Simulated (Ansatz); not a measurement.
Basis-set extrapolation for FH$_{7}$N$_{2}$O$_{2}$Si$_{2}$, SMILES `N[Si@H](F)O[Si@@H](N)O` (PBE0-D4/def2-TZVP geometry, frozen core, the Gaussian-basis code of Ansatz). Multiplicity 1, RHF reference.

```
                      def2-TZVPP   def2-QZVPP
                 HF  -940.521300  -940.559129
    MP2 correlation    -1.383478    -1.497863
CCSD(T) correlation    -1.466844      not run
```

Energies in hartree. Use E(X) = E(∞) + A·exp(−7.88·√X) for Hartree–Fock and E(X) = E(∞) + B·X^(−2.97) for correlation, with X = 3 and 4, and add CCSD(T) minus MP2 of the smaller set to the MP2 limit.

Q: What is the CCSD(T) energy at the basis-set limit?

A: HF limit: -940.559129 + (-0.037829) × 0.13774 = -940.56434. MP2 limit: -1.497863 + (-0.114385) × 0.74074 = -1.58259. Higher-order term: -1.466844 − (-1.383478) = -0.08337. Total: -942.23030 hartree, 635.8 kJ/mol below CCSD(T)/def2-TZVPP.
